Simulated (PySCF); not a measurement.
**PBE0 on W (tungsten, neutral)**

Configuration: [Xe] 4f14 5d4 6s1 7s1, high-spin 7D determinant (an excited configuration). Computed with PySCF 2.14 in aug-cc-pVDZ-PP with ECP60MDF (5s5p4d2f, 54 functions), with scalar relativity through the core potential.

| Quantity | Value |
| --- | --- |
| Total energy | -67.0907 hartree |
| One-electron energy | -111.0598 hartree |
| Hartree (Coulomb) energy | 51.4187 hartree |
| Exchange-correlation energy | -7.4497 hartree |
| ⟨S²⟩ | 12.0013 |
| ⟨L²⟩ | 6.018 |
| Sum of ⟨r⟩ | 29.16 bohr |
| Sum of ⟨r²⟩ | 119.1 bohr² |
| Traceless quadrupole moment −½Σ⟨3z² − r²⟩ along its main axis | 1.72 e·bohr² |

| shell | electrons | mean orbital energy (hartree) | spread (hartree) | rms radius, mean of both spins (bohr) |
| --- | --- | --- | --- | --- |
| 5s α | 1 | -3.18853 | 0 | 1.15 |
| 5s β | 1 | -3.09542 | 0 | 1.15 |
| 5p α | 3 | -1.86420 | 0.01018 | 1.35 |
| 5p β | 3 | -1.73894 | 0.04304 | 1.35 |
| 5d α | 4 | -0.39313 | 0.02939 | 2.15 |
| 6s α | 1 | -0.37121 | 0 | 3.11 |
| 7s α | 1 | -0.06753 | 0 | 8.80 |

Energies and moments cover only the electrons outside the core potential. Spin-orbit coupling, absent here, splits the open shell strongly. The outer electron is Rydberg-like, and this basis confines it to a smaller radius and binds it less than a complete one would.
